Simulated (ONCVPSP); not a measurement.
PBEsol ONCV dataset for oxygen, non-relativistic all-electron reference.

- Element: O
- Generator: ONCVPSP 4.0.1
- Type: optimised norm-conserving Vanderbilt (ONCV)
- Functional: PBEsol
- Relativity: non-relativistic
- Frozen core: [He]
- Valence charge: 6
- Reference configuration: 2s2 2p2.5 (charge +1.5)
- Partial waves: 2s: rc 0.75 bohr, ncon 5, nbas 9, qcut 10.9 1/bohr, 2 projectors, debl 3.7 Ha; 2p: rc 2.00 bohr, ncon 3, nbas 7, qcut 6.1 1/bohr, 2 projectors, debl 1.7 Ha; d scattering state at 0.34 Ha: rc 1.90 bohr, ncon 5, nbas 8, qcut 4.6 1/bohr, 2 projectors, debl 2.9 Ha
- Local potential: polynomial inside 0.65 bohr (lpopt 5, dvloc0 6 Ha)
- Core correction: Teter function, fcfact 1.5, rcfact 1.05

All-electron outer shells of the reference configuration (PBEsol, non-relativistic, ld1.x):

| shell | level (eV) | outermost node (bohr) | outermost maximum (bohr) |
| --- | --- | --- | --- |
| 1s | -542.62 | – | 0.13 |
| 2s | -48.42 | 0.28 | 0.85 |
| 2p | -33.36 | – | 0.77 |

Question: Does the generator finish with these settings?

Answer: Yes, a potential is produced and its reference levels are reproduced.

Question: Estimate the cutoffs (Ha) at which the residual kinetic energy of the hardest occupied pseudo-wave falls to 1 and 0.1 mHa per electron.

Answer: 44 Ha and 56 Ha.

Question: What does a ghost test show?

Answer: No bound ghost flagged; no localised positive-energy state flagged.

Question: Which valence shell sets the plane-wave cutoff?

Answer: 2s: 44 Ha for 1 mHa per electron, against 15 Ha for 2p.

Question: Tests: 2s2 2p4; 2s2 2p3; 2s2 2p2; 2s0 2p6. Which has the largest error in its energy relative to the reference configuration, and how large is it?

Answer: 2s0 2p6, with +1448 meV (all-electron minus pseudo) on -1.13 eV.
